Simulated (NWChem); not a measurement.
GaH3S2O; SMILES [SH][Ga]([SH])[OH]

```xyz
7

Ga     0.3113     0.0723     0.0000
O      2.0830     0.2234     0.0000
H      2.5756    -0.6028     0.0000
S     -0.7265    -1.8751     0.0000
H      0.4165    -2.5962     0.0000
S     -0.7912     1.9664     0.0000
H     -1.9962     1.3545     0.0000
```
Atoms are numbered in this order, from 1.

Results from NWChem. Geometry: optimised at PBE0/def2-SVP. GIAO values for the isolated, static molecule; σ is the absolute isotropic shielding, δ = σ(reference) − σ with the isolated reference molecule computed at the same levels (1H: tetramethylsilane, 17O: water).

**Question.** What does the run give for PBE/pcSseg-1? Quantities: σ Ga1 (ppm); δ O2 (ppm); δ H3 (ppm); σ S4 (ppm); δ H5 (ppm); σ S6 (ppm); δ H7 (ppm).

**Answer.** 
```json
{
  "σ Ga1 (ppm)": "1219.9",
  "δ O2 (ppm)": "111.8",
  "δ H3 (ppm)": "2.41",
  "σ S4 (ppm)": "649.1",
  "δ H5 (ppm)": "0.73",
  "σ S6 (ppm)": "669.8",
  "δ H7 (ppm)": "0.61"
}
```
